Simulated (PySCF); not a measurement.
**Heteronuclear NMR**

Geometry (Å), atoms numbered from 1 in this order:
```xyz
16

C    -2.230   -0.775    0.262
Si   -1.051    0.622   -0.221
N     0.587    0.256    0.265
Si    1.110   -1.407    0.360
Si    1.720    1.578    0.364
H    -3.249   -0.521   -0.015
H    -1.973   -1.704   -0.236
H    -2.215   -0.957    1.332
H    -1.442    1.861    0.461
H    -1.088    0.825   -1.678
H     0.799   -2.093   -0.899
H     0.414   -2.058    1.474
H     2.552   -1.417    0.589
H     2.844    1.139    1.188
H     2.177    1.953   -0.979
H     1.037    2.709    0.989
```

Theoretical values (PySCF 2.14.0 with density-fitted response routines): GFN2-xTB structure, shieldings: GIAO PBE0/pcSseg-1. Equivalent nuclei averaged, one conformer, gas phase, no relativistic terms.

Problem. Predict the $^{29}$Si NMR data.

Solution. 
```tsv
atoms	environment	σ (ppm)	δ (ppm)
Si2	silicon bonded to C, N, 2 H	374.0	-27.5
Si4/Si5	silicon bonded to N, 3 H	396.0	-45.6
```

Shieldings were converted by a linear fit to measured shifts: $^{29}$Si (scatter 8.9 ppm rms, 25.8 ppm with the 6 outliers that the fit left out vs TMS, solution or neat liquid). Occasional misses reach two or three times the rms, and more in compound classes unlike the fitted ones.

On a 400 MHz spectrometer $^{29}$Si resonates near 79.5 MHz, so 1 ppm is 79.5 Hz.

Problem. Predict the $^{15}$N NMR data.

Solution. 
| atoms | environment | σ (ppm) | δ (ppm) |
| --- | --- | --- | --- |
| N3 | nitrogen bonded to 3 Si | 277.9 | -404.1 |

Shieldings were converted by a linear fit to measured shifts: $^{15}$N (scatter 6.3 ppm rms vs CH3NO2, solution or neat liquid). A few per cent of atoms miss by over 2 rms, more outside the fitted compound classes.

On a 500 MHz spectrometer $^{15}$N resonates near 50.7 MHz, so 1 ppm is 50.7 Hz.
